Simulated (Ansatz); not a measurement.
Job for Ansatz (a program for electronic structure): U-CCSD(T)/def2-SVP on BH2I (SMILES BI), a point of a bond scan (R = 2.854 Å). Elements past Kr take the def2 small-core potentials; no spin–orbit coupling. The run froze 10 orbitals, filled d shells among them.

Ansatz 0.2 input:
```yaml
crystal:
  periodic: [false, false, false]
  atoms:
    - {symbol: B, position_ang: [-1.00687273, -1.52824232, 0.26334221]}
    - {symbol: H, position_ang: [-0.62513249, -2.30507998, 1.06916428]}
    - {symbol: H, position_ang: [-1.98651595, -1.65890826, -0.38610151]}
    - {symbol: I, position_ang: [0.54716237, 0.83048895, -0.14310741]}
basis:
  gaussian:
    orbitals: def2-SVP
correlation: {method: ccsd_t, electrons: outside_noble_gas}
scf: {omitted_lower_state_checks: [cluster_reference]}
magnetization: {spin_polarized: true, initial_magnetization: 0}
```

Question: Give the final energy of this run.

Answer: -322.6363 hartree (reference determinant -322.4217, T1 diagnostic 0.040). Its determinant has ⟨S²⟩ = 0.11, a mixture of spin states.
